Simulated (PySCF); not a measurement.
Zn(OMe)(SH), CH4OSZn, SMILES C[O][Zn][SH] (PBE0/def2-SVP optimised geometry):

```
8

Zn     0.779     0.696     0.000
O     -0.986     0.851     0.000
C     -1.931    -0.165     0.039
H     -1.867    -0.798     0.949
H     -2.946     0.275     0.036
H     -1.884    -0.851    -0.832
S      2.946     0.696     0.000
H      3.012     0.691    -1.351
```

Method: PBE0/def2-TZVP (PySCF 2.14.0).

Question: What are the frontier orbital energies and the dipole moment?

Answer: HOMO-2 -7.88 eV, HOMO-1 -7.51 eV, HOMO -7.47 eV, LUMO -1.03 eV, LUMO+1 -0.28 eV; dipole moment 1.16 D.

Meta-Löwdin charges at PBE0/def2-TZVP: Zn1 1.21, O2 -0.85, C3 -0.11, H4 0.09, H5 0.11, H6 0.09, S7 -0.65, H8 0.11.
